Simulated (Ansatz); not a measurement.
A run of Ansatz (development build ahead of 0.2.0) on singlet Li2F2 at this shape:

```yaml
atoms:
  - { symbol: Li, position_ang: [1.0795, 0.0282, 0.0626] }
  - { symbol: Li, position_ang: [-1.0326, 0.0916, -0.0133] }
  - { symbol: F, position_ang: [0.0430, 1.4089, 0.0254] }
  - { symbol: F, position_ang: [-0.0664, -1.3672, -0.0135] }
```

Its results:

```yaml
Converged: yes
Reference_energy: -213.95481 hartree
Correlation_energy: -0.27046 hartree
Total_energy: -214.22527 hartree
Spin_squared_of_the_determinant: 0.000
```

Task: Which input gives this output? Name the method, the orbitals and the basis set, and write the input.

Result: RHF-MP2 in 6-31G. An unrestricted run that stays on the closed shell gives the same numbers.

```yaml
crystal:
  periodic: [false, false, false]
  atoms:
    - { symbol: Li, position_ang: [1.0795, 0.02818, 0.06262] }
    - { symbol: Li, position_ang: [-1.03262, 0.09161, -0.01329] }
    - { symbol: F, position_ang: [0.04297, 1.40888, 0.02542] }
    - { symbol: F, position_ang: [-0.06643, -1.36719, -0.01346] }
basis:
  gaussian: { orbitals: "6-31G" }
hamiltonian:
  xc: hf
correlation:
  method: mp2
  frozen_orbitals: { F: 1, Li: 0 }
```
